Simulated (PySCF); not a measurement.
Si(H)(OMe)(OEt)(NMe2) (C5H15NO2Si), SMILES CCO[SiH](OC)N(C)C. Atoms are numbered in the order given.

```xyz
24

Si    -0.5278     0.4267    -0.3614
O     -0.8205     1.6925     0.6655
C     -0.1194     2.9170     0.6609
O      1.1335     0.3114    -0.3813
C      1.8482    -0.6852    -1.0927
C      3.2643    -0.7592    -0.5635
N     -1.2280    -1.0263     0.2239
C     -2.4619    -1.5887    -0.2761
C     -0.7647    -1.6018     1.4704
H     -1.0898     0.6714    -1.7205
H      0.9733     2.7590     0.6591
H     -0.3832     3.5347    -0.2184
H     -0.3928     3.4819     1.5660
H      1.3438    -1.6667    -0.9869
H      1.8574    -0.4427    -2.1743
H      3.2637    -1.0249     0.5050
H      3.7646     0.2155    -0.6714
H      3.8480    -1.5148    -1.1121
H     -2.7446    -1.1134    -1.2282
H     -3.3046    -1.4523     0.4322
H     -2.3602    -2.6762    -0.4606
H     -1.4874    -1.4511     2.2975
H     -0.5969    -2.6919     1.3683
H      0.1904    -1.1412     1.7684
```
Charge 0, spin multiplicity 1.

Geometry optimised at r2SCAN-D4/def2-SVP. Other conformers were not sampled.

These are r2SCAN-D4/def2-SVP (PySCF) values and carry that method's errors.

Frequencies are harmonic and unscaled.

```json
[
 {"mode": "1", "ν (cm⁻¹)": "16", "IR (km/mol)": "0.0", "moving atoms (share of kinetic energy)": "C 53 %, H 37 %, O 8 %"},
 {"mode": "2", "ν (cm⁻¹)": "33", "IR (km/mol)": "0.8", "moving atoms (share of kinetic energy)": "C 61 %, H 33 %"},
 {"mode": "3", "ν (cm⁻¹)": "60", "IR (km/mol)": "2.6", "moving atoms (share of kinetic energy)": "C 47 %, H 34 %, O 12 %"},
 {"mode": "4", "ν (cm⁻¹)": "71", "IR (km/mol)": "1.1", "moving atoms (share of kinetic energy)": "C 46 %, H 39 %"},
 {"mode": "5", "ν (cm⁻¹)": "87", "IR (km/mol)": "1.0", "moving atoms (share of kinetic energy)": "H 83 %, C 12 %"},
 {"mode": "6", "ν (cm⁻¹)": "101", "IR (km/mol)": "2.8", "moving atoms (share of kinetic energy)": "H 46 %, C 38 %"},
 {"mode": "7", "ν (cm⁻¹)": "111", "IR (km/mol)": "0.8", "moving atoms (share of kinetic energy)": "O 61 %, H 21 %, C 17 %"},
 {"mode": "8", "ν (cm⁻¹)": "187", "IR (km/mol)": "1.1", "moving atoms (share of kinetic energy)": "H 47 %, C 21 %, N 17 %, O 13 %"},
 {"mode": "9", "ν (cm⁻¹)": "196", "IR (km/mol)": "5.7", "moving atoms (share of kinetic energy)": "C 34 %, O 28 %, H 26 %, N 9 %"},
 {"mode": "10", "ν (cm⁻¹)": "226", "IR (km/mol)": "0.0", "moving atoms (share of kinetic energy)": "H 92 %"},
 {"mode": "11", "ν (cm⁻¹)": "241", "IR (km/mol)": "0.5", "moving atoms (share of kinetic energy)": "H 66 %, C 16 %, O 16 %"},
 {"mode": "12", "ν (cm⁻¹)": "276", "IR (km/mol)": "1.2", "moving atoms (share of kinetic energy)": "H 76 %, C 14 %"},
 {"mode": "13", "ν (cm⁻¹)": "315", "IR (km/mol)": "14.1", "moving atoms (share of kinetic energy)": "N 32 %, C 28 %, H 27 %, O 13 %"},
 {"mode": "14", "ν (cm⁻¹)": "324", "IR (km/mol)": "8.3", "moving atoms (share of kinetic energy)": "C 33 %, H 32 %, O 25 %, N 10 %"},
 {"mode": "15", "ν (cm⁻¹)": "363", "IR (km/mol)": "8.2", "moving atoms (share of kinetic energy)": "O 40 %, C 24 %, H 15 %, Si 15 %"},
 {"mode": "16", "ν (cm⁻¹)": "398", "IR (km/mol)": "8.9", "moving atoms (share of kinetic energy)": "H 30 %, C 30 %, Si 18 %, O 13 %, N 9 %"},
 {"mode": "17", "ν (cm⁻¹)": "441", "IR (km/mol)": "22.2", "moving atoms (share of kinetic energy)": "Si 38 %, C 21 %, O 19 %, H 15 %"},
 {"mode": "18", "ν (cm⁻¹)": "663", "IR (km/mol)": "23.9", "moving atoms (share of kinetic energy)": "C 33 %, Si 27 %, H 19 %, O 13 %, N 8 %"},
 {"mode": "19", "ν (cm⁻¹)": "765", "IR (km/mol)": "22.9", "moving atoms (share of kinetic energy)": "H 33 %, O 27 %, Si 22 %, C 18 %"},
 {"mode": "20", "ν (cm⁻¹)": "769", "IR (km/mol)": "2.5", "moving atoms (share of kinetic energy)": "H 46 %, O 28 %, Si 14 %, C 13 %"},
 {"mode": "21", "ν (cm⁻¹)": "807", "IR (km/mol)": "6.3", "moving atoms (share of kinetic energy)": "H 92 %"},
 {"mode": "22", "ν (cm⁻¹)": "847", "IR (km/mol)": "211.1", "moving atoms (share of kinetic energy)": "H 61 %, Si 26 %"},
 {"mode": "23", "ν (cm⁻¹)": "882", "IR (km/mol)": "212.3", "moving atoms (share of kinetic energy)": "H 70 %, Si 23 %"},
 {"mode": "24", "ν (cm⁻¹)": "972", "IR (km/mol)": "80.8", "moving atoms (share of kinetic energy)": "H 36 %, C 33 %, O 22 %, Si 8 %"},
 {"mode": "25", "ν (cm⁻¹)": "1024", "IR (km/mol)": "165.8", "moving atoms (share of kinetic energy)": "H 41 %, C 35 %, N 20 %"},
 {"mode": "26", "ν (cm⁻¹)": "1086", "IR (km/mol)": "3.4", "moving atoms (share of kinetic energy)": "H 74 %, C 24 %"},
 {"mode": "27", "ν (cm⁻¹)": "1111", "IR (km/mol)": "8.3", "moving atoms (share of kinetic energy)": "H 75 %, C 23 %"},
 {"mode": "28", "ν (cm⁻¹)": "1113", "IR (km/mol)": "26.6", "moving atoms (share of kinetic energy)": "C 50 %, H 44 %"},
 {"mode": "29", "ν (cm⁻¹)": "1136", "IR (km/mol)": "381.3", "moving atoms (share of kinetic energy)": "O 43 %, C 40 %, H 15 %"},
 {"mode": "30", "ν (cm⁻¹)": "1149", "IR (km/mol)": "156.9", "moving atoms (share of kinetic energy)": "O 41 %, C 35 %, H 23 %"},
 {"mode": "31", "ν (cm⁻¹)": "1165", "IR (km/mol)": "1.0", "moving atoms (share of kinetic energy)": "H 70 %, C 20 %, N 11 %"},
 {"mode": "32", "ν (cm⁻¹)": "1172", "IR (km/mol)": "22.8", "moving atoms (share of kinetic energy)": "H 58 %, C 36 %"},
 {"mode": "33", "ν (cm⁻¹)": "1175", "IR (km/mol)": "1.5", "moving atoms (share of kinetic energy)": "H 76 %, C 19 %"},
 {"mode": "34", "ν (cm⁻¹)": "1207", "IR (km/mol)": "85.9", "moving atoms (share of kinetic energy)": "H 55 %, C 22 %, O 21 %"},
 {"mode": "35", "ν (cm⁻¹)": "1240", "IR (km/mol)": "84.1", "moving atoms (share of kinetic energy)": "N 60 %, C 31 %, H 8 %"},
 {"mode": "36", "ν (cm⁻¹)": "1300", "IR (km/mol)": "0.2", "moving atoms (share of kinetic energy)": "H 92 %"},
 {"mode": "37", "ν (cm⁻¹)": "1326", "IR (km/mol)": "81.7", "moving atoms (share of kinetic energy)": "N 42 %, H 34 %, C 22 %"},
 {"mode": "38", "ν (cm⁻¹)": "1368", "IR (km/mol)": "1.2", "moving atoms (share of kinetic energy)": "H 80 %, C 19 %"},
 {"mode": "39", "ν (cm⁻¹)": "1409", "IR (km/mol)": "36.5", "moving atoms (share of kinetic energy)": "H 71 %, C 28 %"},
 {"mode": "40", "ν (cm⁻¹)": "1422", "IR (km/mol)": "0.4", "moving atoms (share of kinetic energy)": "H 87 %, C 12 %"},
 {"mode": "41", "ν (cm⁻¹)": "1448", "IR (km/mol)": "2.1", "moving atoms (share of kinetic energy)": "H 93 %"},
 {"mode": "42", "ν (cm⁻¹)": "1451", "IR (km/mol)": "3.3", "moving atoms (share of kinetic energy)": "H 87 %, C 13 %"},
 {"mode": "43", "ν (cm⁻¹)": "1452", "IR (km/mol)": "6.8", "moving atoms (share of kinetic energy)": "H 97 %"},
 {"mode": "44", "ν (cm⁻¹)": "1456", "IR (km/mol)": "14.1", "moving atoms (share of kinetic energy)": "H 96 %"},
 {"mode": "45", "ν (cm⁻¹)": "1465", "IR (km/mol)": "1.2", "moving atoms (share of kinetic energy)": "H 90 %"},
 {"mode": "46", "ν (cm⁻¹)": "1472", "IR (km/mol)": "2.3", "moving atoms (share of kinetic energy)": "H 96 %"},
 {"mode": "47", "ν (cm⁻¹)": "1476", "IR (km/mol)": "6.2", "moving atoms (share of kinetic energy)": "H 94 %"},
 {"mode": "48", "ν (cm⁻¹)": "1478", "IR (km/mol)": "7.5", "moving atoms (share of kinetic energy)": "H 97 %"},
 {"mode": "49", "ν (cm⁻¹)": "1480", "IR (km/mol)": "20.4", "moving atoms (share of kinetic energy)": "H 96 %"},
 {"mode": "50", "ν (cm⁻¹)": "1499", "IR (km/mol)": "2.0", "moving atoms (share of kinetic energy)": "H 92 %"},
 {"mode": "51", "ν (cm⁻¹)": "1508", "IR (km/mol)": "7.8", "moving atoms (share of kinetic energy)": "H 93 %"},
 {"mode": "52", "ν (cm⁻¹)": "2225", "IR (km/mol)": "143.8", "moving atoms (share of kinetic energy)": "H 97 %"},
 {"mode": "53", "ν (cm⁻¹)": "2962", "IR (km/mol)": "76.9", "moving atoms (share of kinetic energy)": "H 97 %"},
 {"mode": "54", "ν (cm⁻¹)": "2970", "IR (km/mol)": "126.9", "moving atoms (share of kinetic energy)": "H 97 %"},
 {"mode": "55", "ν (cm⁻¹)": "2978", "IR (km/mol)": "58.9", "moving atoms (share of kinetic energy)": "H 95 %"},
 {"mode": "56", "ν (cm⁻¹)": "2992", "IR (km/mol)": "80.7", "moving atoms (share of kinetic energy)": "H 97 %"},
 {"mode": "57", "ν (cm⁻¹)": "3023", "IR (km/mol)": "93.3", "moving atoms (share of kinetic energy)": "H 91 %, C 9 %"},
 {"mode": "58", "ν (cm⁻¹)": "3026", "IR (km/mol)": "41.0", "moving atoms (share of kinetic energy)": "H 90 %, C 10 %"},
 {"mode": "59", "ν (cm⁻¹)": "3034", "IR (km/mol)": "7.6", "moving atoms (share of kinetic energy)": "H 90 %, C 10 %"},
 {"mode": "60", "ν (cm⁻¹)": "3038", "IR (km/mol)": "18.4", "moving atoms (share of kinetic energy)": "H 97 %"},
 {"mode": "61", "ν (cm⁻¹)": "3079", "IR (km/mol)": "36.5", "moving atoms (share of kinetic energy)": "H 91 %, C 9 %"},
 {"mode": "62", "ν (cm⁻¹)": "3117", "IR (km/mol)": "32.1", "moving atoms (share of kinetic energy)": "H 90 %, C 10 %"},
 {"mode": "63", "ν (cm⁻¹)": "3118", "IR (km/mol)": "17.6", "moving atoms (share of kinetic energy)": "H 91 %, C 9 %"},
 {"mode": "64", "ν (cm⁻¹)": "3119", "IR (km/mol)": "12.5", "moving atoms (share of kinetic energy)": "H 91 %, C 9 %"},
 {"mode": "65", "ν (cm⁻¹)": "3141", "IR (km/mol)": "23.3", "moving atoms (share of kinetic energy)": "H 90 %, C 10 %"},
 {"mode": "66", "ν (cm⁻¹)": "3142", "IR (km/mol)": "19.5", "moving atoms (share of kinetic energy)": "H 90 %, C 10 %"}
]
```
